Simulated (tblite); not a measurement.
Run record: tight-binding relaxation, `[CH2]C(=[Se])COC` [radical].

Computed with GFN2-xTB geometry optimisation, gas phase (tblite 0.8.0). Start geometry: from a force field or distance geometry. A driver script takes a list of jobs; this job's settings line and coordinates (Å) are shown.

Command:
```bash
OMP_NUM_THREADS=1 python probes_run.py task.json out
```

Input:
```
{"job": {"kind": "relax", "xc": "GFN2-xTB", "basis": "xTB"}, "charge": 0, "multiplicity": 2}
C      2.487000    -0.576300     0.503800
C      1.382800     0.257900    -0.141700
Se     1.798000     1.669400    -1.405100
C     -0.032100    -0.040300     0.238200
O     -0.942300     0.776600    -0.396700
C     -2.207900     0.361100     0.060100
H      2.099200    -1.628900     0.434500
H      3.433900    -0.520300    -0.060100
H     -0.237300    -1.099600    -0.068600
H     -0.171700     0.060500     1.346500
H     -2.258500     0.482900     1.168700
H     -2.366900    -0.731100    -0.172200
H     -2.988700     0.988600    -0.403700
```

Output:
```
step      E/eV     max force
  0    -523.76916    5.930
  1    -524.48169    3.717
  2    -524.75554    5.123
  3    -524.98040    1.171
  4    -525.07330    0.808
  5    -525.14602    0.980
  6    -525.17075    0.736
  7    -525.21907    0.513
  8    -525.23315    0.476
  9    -525.26219    0.466
... (22 lines left out)
 32    -525.39178    0.055
 33    -525.39208    0.041
 34    -525.39228    0.039
 35    -525.39244    0.033
 36    -525.39255    0.022
 37    -525.39260    0.016
 38    -525.39263    0.011
 39    -525.39265    0.012
 40    -525.39267    0.012
 41    -525.39269    0.009
```

«max force» is the largest atomic force in eV/Å.

From which step on does the largest force stay under 0.1 eV/Å, and how much energy is left to gain from there?

From step 27 (0.086 eV/Å), 4.3 meV above the end.

Summary of the converged run: energy lowered by 37.4 kcal/mol over 41 steps; largest atomic force 0.009 eV/Å at the end.

Give the final coordinates.

0.273 Å rms from the input after alignment:
```
atom  x, y, z in Å
C1     2.4638   -0.6271    0.1306
C2     1.3894    0.1088   -0.1403
Se3    1.4707    1.6899   -1.1681
C4     0.0049   -0.2250    0.3331
O5    -0.8827    0.6320   -0.3348
C6    -2.2293    0.4442    0.0024
H7     2.3938   -1.5281    0.7180
H8     3.4404   -0.3475   -0.2243
H9    -0.2310   -1.2798    0.1172
H10   -0.0644   -0.0807    1.4251
H11   -2.3980    0.6063    1.0743
H12   -2.5648   -0.5669   -0.2599
H13   -2.7972    1.1745   -0.5698
```

The run took 0.23 s wall on Arm Neoverse V1, one thread, on a shared host.
Labels such as C1 count atoms from 1, the log's own numbers from 0.
